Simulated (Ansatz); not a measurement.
Geometry optimisation, Ansatz 0.2.0, RKS r2SCAN/STO-3G.

Input file:

```yaml
crystal:
  periodic: [false, false, false]
  atoms:
    - { symbol: C, position_ang: [0.6624, -1.2949, 0.9947] }
    - { symbol: C, position_ang: [0.6336, -0.4777, -0.3426] }
    - { symbol: "N", position_ang: [1.9965, -0.3466, -0.8056] }
    - { symbol: S, position_ang: [-0.1479, -1.4494, -1.6203] }
    - { symbol: Si, position_ang: [-0.1475, 1.235, -0.3109] }
    - { symbol: Si, position_ang: [-2.3034, 1.1655, 0.5229] }
    - { symbol: H, position_ang: [1.1469, -2.2181, 0.9015] }
    - { symbol: H, position_ang: [-0.3679, -1.4288, 1.3267] }
    - { symbol: H, position_ang: [1.1271, -0.6754, 1.8216] }
    - { symbol: H, position_ang: [2.3774, -1.30486, -1.08028] }
    - { symbol: H, position_ang: [1.99093, 0.15404, -1.70038] }
    - { symbol: H, position_ang: [0.293, -0.7744, -2.647] }
    - { symbol: H, position_ang: [0.6139, 2.142, 0.5914] }
    - { symbol: H, position_ang: [-0.1678, 1.8975, -1.6243] }
    - { symbol: H, position_ang: [-2.8674, 2.5045, 0.6717] }
    - { symbol: H, position_ang: [-3.1914, 0.4044, -0.3532] }
    - { symbol: H, position_ang: [-2.295, 0.5378, 1.8672] }
basis:
  gaussian: { orbitals: STO-3G }
hamiltonian:
  xc: r2scan
relax:
  f_tol: 0.015
  max_steps: 40
```

Command:

```bash
$ ansatz run input.yaml --threads 1 --pin off --max-ram 2048MiB --backend cpu --events-out ev --progress --plain --runs-dir out
```

Where does it end, and by what steps?

The run converged. The force dipped under the threshold on the way, but the program's further checks kept it going. Limits of this set-up: minimal basis. After 18 steps the energy has fallen by 0.959 eV; H12 moved furthest, 0.69 Å.

| step | energy less start (eV) | largest force component (eV/Å) | accepted |
| --- | --- | --- | --- |
| 0 | 0.0000 | 4.147 | yes |
| 1 | -0.8465 | 1.194 | yes |
| 2 | -0.9316 | 0.349 | yes |
| 3 | -0.9444 | 0.302 | yes |
| 4 | -0.9495 | 0.235 | yes |
| 5 | -0.9559 | 0.065 | yes |
| 6 | -0.9568 | 0.019 | yes |
| 7 | -0.9572 | 0.044 | yes |
| 8 | -0.9573 | 0.055 | yes |
| 9 | -0.9576 | 0.023 | yes |
| 10 | -0.9578 | 0.003 | yes |
| 11 | -0.9580 | 0.023 | yes |
| 12 | -0.9581 | 0.030 | yes |
| 13 | -0.9582 | 0.033 | yes |
| 14 | -0.9584 | 0.022 | yes |
| 15 | -0.9585 | 0.022 | yes |
| 16 | -0.9586 | 0.023 | yes |
| 17 | -0.9586 | 0.015 | yes |
| 18 | -0.9587 | 0.011 | yes |

```xyz
17
Properties=species:S:1:pos:R:3
C 0.730 -1.207 1.007
C 0.656 -0.486 -0.374
N 2.102 -0.252 -0.808
S -0.309 -1.619 -1.496
Si -0.138 1.246 -0.198
Si -2.308 1.140 0.403
H 1.205 -2.195 0.901
H -0.273 -1.353 1.433
H 1.331 -0.613 1.710
H 2.501 -1.229 -0.944
H 2.032 0.082 -1.815
H -0.377 -0.716 -2.512
H 0.632 2.005 0.766
H -0.002 1.900 -1.484
H -2.821 2.464 0.679
H -3.118 0.563 -0.648
H -2.487 0.340 1.594
```

Whether the end is a true minimum wasn't checked by a vibrational analysis.

Time of the run: 59 s on 1 thread of AMD EPYC 9R45 96-Core Processor (Zen 5), on a shared host, peak memory 0.21 GiB.
